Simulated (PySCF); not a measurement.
Al(All)(Me)(OH) (C4H9AlO), SMILES [CH2](C=C)[Al]([OH])[CH3].

The structure is a stationary point at PBE0-D3(BJ)/def2-SVP. One conformer was computed; it need not be the lowest.

The numbers are results of TDA-M06-2X/def2-SVPD (PySCF), not measurements.

Vertical excitations. The molecule is in vacuum.

Q: Estimate the UV-visible absorptions. (An estimate is asked for; the answer gives what the named calculation found.)

A: 
| state | energy (eV) | λ (nm) | f | main pairs |
|---|---|---|---|---|
| S1 | 5.57 | 223 | 0.103 | HOMO→LUMO 85 % |
| S2 | 6.10 | 203 | 0.131 | HOMO→LUMO+1 82 % |
| S3 | 6.45 | 192 | 0.100 | HOMO→LUMO+2 75 % |
| S4 | 6.93 | 179 | 0.014 | HOMO→LUMO+3 73 % |
| S5 | 6.98 | 178 | 0.058 | HOMO−1→LUMO 42 %, HOMO→LUMO+4 42 % |
| S6 | 7.03 | 176 | 0.097 | HOMO−1→LUMO 44 %, HOMO→LUMO+4 41 % |
| S7 | 7.39 | 168 | 0.000 | HOMO→LUMO+5 28 %, HOMO−1→LUMO+1 22 %, HOMO→LUMO+7 20 %, HOMO→LUMO+8 7 % |
| S8 | 7.43 | 167 | 0.046 | HOMO−1→LUMO+1 53 % |
| S9 | 7.59 | 163 | 0.024 | HOMO→LUMO+5 39 %, HOMO→LUMO+7 20 %, HOMO→LUMO+8 10 %, HOMO−1→LUMO+2 9 % |
| S10 | 7.81 | 159 | 0.023 | HOMO−1→LUMO+2 24 %, HOMO−3→LUMO+1 13 %, HOMO→LUMO+7 10 %, HOMO−3→LUMO 7 % |
| T1 | 4.06 | 305 | 0 | HOMO→LUMO+1 64 %, HOMO→LUMO 24 % |
| T2 | 5.61 | 221 | 0 | HOMO→LUMO 64 %, HOMO→LUMO+1 16 % |
| T3 | 6.04 | 205 | 0 | HOMO→LUMO+2 64 % |
| T4 | 6.34 | 196 | 0 | HOMO−1→LUMO 53 %, HOMO−1→LUMO+1 21 % |
Triplets are in the Tamm–Dancoff approximation.
